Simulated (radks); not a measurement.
Ionisation of the niobium ion Nb3+, [Kr] 4d2, to [Kr] 4d1 as the strength of local exchange is varied. All-electron calculation, Dirac Kohn-Sham, Slater X-alpha exchange (alpha = 2/3 is LDA exchange), no correlation, spin-unpolarised, spherical densities, finite nucleus; open shells fill j = l - 1/2 first; Fermi nuclear charge, rms radius 4.324 fm. Program: a radial shooting solver on a logarithmic mesh with Libxc functionals.

alpha  E(Nb3+) (hartree)  exchange (hartree)  IE (eV)  -e of the level emptied (eV)  <r> of it (bohr)
0.57         -3794.72739           -93.82200   34.002                27.854 (4d3/2)             1.771
0.667        -3810.72470          -110.21602   35.700                29.426 (4d3/2)             1.725
0.835        -3838.57849          -138.90319   38.774                32.290 (4d3/2)             1.652
0.892        -3848.07123          -148.72074   39.854                33.302 (4d3/2)             1.629
0.909        -3850.90655          -151.65706   40.180                33.608 (4d3/2)             1.623

NIST Atomic Spectra Database: 37.61 eV (measured). The Delta-SCF value meets it near alpha = 0.77. Spin polarisation and multiplet splitting are left out, so open shells lie too high by an amount that depends on their filling.

Beside tabulated values, note that spin-unpolarised runs miss the spin-polarisation part of the exchange energy of open shells.
